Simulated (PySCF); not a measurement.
## Deuteron quadrupole couplings in `[BH3-][P@+]1(P)CC=C(C)C1`

C5H13BP2.
Geometry (PBE0-D3(BJ)/def2-SVP, Å), atoms numbered from 1 in this order:
```xyz
21
C5H13BP2 angstrom
B     -2.5532   -1.2832    0.8893
P     -1.4136    0.0787    0.1862
P     -2.2239    2.1160   -0.1117
C     -0.5648   -0.2250   -1.4269
C      0.8059    0.3553   -1.2387
C      1.1801    0.6945    0.0047
C      2.5092    1.2536    0.3871
C      0.1564    0.4427    1.0849
H     -2.9080   -0.8684    1.9840
H     -3.4660   -1.3999    0.0843
H     -1.8003   -2.2518    0.9396
H     -3.3978    1.6230   -0.7615
H     -2.8513    2.1177    1.1723
H     -0.5416   -1.3156   -1.6024
H     -1.1222    0.2190   -2.2676
H      1.4777    0.4681   -2.0951
H      3.0103    0.6069    1.1268
H      3.1713    1.3594   -0.4834
H      2.3963    2.2440    0.8590
H      0.0436    1.2926    1.7781
H      0.4195   -0.4362    1.7005
```

Level: PBE0/pcSseg-1 (PySCF, non-relativistic); Q(2H) = 0.00286 b; rigid geometry, the same for H and D, with no vibrational averaging.

Task: Rank these positions by the coupling χzz of a deuteron there, largest first.
A. H17 (methyl hydrogen)
B. H18 (methyl hydrogen)
C. H9 (B–H hydrogen)
D. H13 (P–H hydrogen)
E. H16 (vinylic hydrogen)

Result: E (204 kHz), B (197 kHz), A (193 kHz), C (134 kHz), D (112 kHz).

Task: Give the electric field gradient Vzz (the principal value of largest size), its asymmetry and the 2H coupling at each hydrogen.

Result: 
```tsv
atom	bonded to	bond length (Å)	Vzz (au)	η	χzz (kHz)
H9	B1	1.223	0.1989	0.06	134
H10	B1	1.223	0.1995	0.06	134
H11	B1	1.228	0.1943	0.06	131
H12	P3	1.429	0.1663	0.10	112
H13	P3	1.429	0.1664	0.10	112
H14	C4	1.105	0.2820	0.01	189
H15	C4	1.102	0.2878	0.03	193
H16	C5	1.094	0.3038	0.07	204
H17	C7	1.103	0.2869	0.03	193
H18	C7	1.099	0.2938	0.03	197
H19	C7	1.103	0.2871	0.03	193
H20	C8	1.102	0.2870	0.03	193
H21	C8	1.105	0.2823	0.01	190
```

Task: Average by the element that carries the hydrogen.

Result: on B: 133 kHz over 3 positions, mean bond length 1.225 Å; on P: 112 kHz over 2 positions, mean bond length 1.429 Å; on C: 194 kHz over 8 positions, mean bond length 1.102 Å.

Task: How does χzz go with the bond length over the 8 C–H bonds?

Result: A straight-line fit has a slope of -13.3 kHz for each 0.01 Å, with a correlation coefficient of -1.00, over lengths from 1.094 to 1.105 Å. The longer bonds have the smaller couplings here.

Isolated species at its PBE0-D3(BJ)/def2-SVP geometry (one conformer only). These gradients aren't converged with respect to the basis.
